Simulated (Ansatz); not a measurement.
Harmonic frequencies (cm⁻¹) at PBE0-D4/def2-TZVP from Ansatz: 76, 88, 100, 136, 150, 165, 513, 515, 529, 546, 552, 621, 717, 764, 773, 788, 850, 1219, 1226, 1449, 1450, 1454, 1458, 1569, 1919, 3060, 3065, 3153, 3156, 3158, 3165, 3540, 3634.

Each molecule was computed in one conformer, which needn't be the lowest.

(1) Which molecule is it?
A. `C#[C][SnH]([C]#C)[C]#C`
B. `[CH3][SnH]([CH3])[NH2]`
C. `C=C[CH2][SnH3]`
D. `CC[NH][SnH3]`

## Answers

(1) B.
